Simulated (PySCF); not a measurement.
**Fe (iron, neutral) across methods**

[Ar] 3d6 4s1 4p1, one real determinant (an excited configuration). Computed with PySCF 2.14 in aug-cc-pVDZ, with the non-relativistic Hamiltonian (point nucleus).

```tsv
method	E (hartree)	mean ε 3d β (eV)	mean ε 4s α (eV)	mean ε 4p α (eV)	Σ⟨r²⟩ (bohr²)	⟨S²⟩
LDA	-1261.102	-6.792	-6.870	-2.685	44.72	12.001
UHF	-1262.40621	-14.283	-9.767	-5.332	44.95	12.003
r2SCAN	-1263.573	-6.905	-6.938	-2.800	44.06	12.001
B97-3	-1263.443	-9.082	-7.391	-3.300	44.68	12.002
PBE0	-1263.377	-8.911	-7.549	-3.371	44.61	12.001
PBE	-1263.338	-6.863	-6.682	-2.651	45.08	12.001
M06-L	-1263.517	-6.530	-6.566	-2.552	44.32	12.003
M06-2X	-1263.545	-11.018	-8.146	-3.945	44.64	12.006
```

Problem. Estimate the same row for TPSSh.

Solution. E (hartree) = -1263.607; mean ε 3d β (eV) = -7.849; mean ε 4s α (eV) = -7.012; mean ε 4p α (eV) = -2.930; Σ⟨r²⟩ (bohr²) = 44.52; ⟨S²⟩ = 12.001.

⟨L²⟩ = 8.02 against 12 for a pure F term, so this real determinant mixes terms.
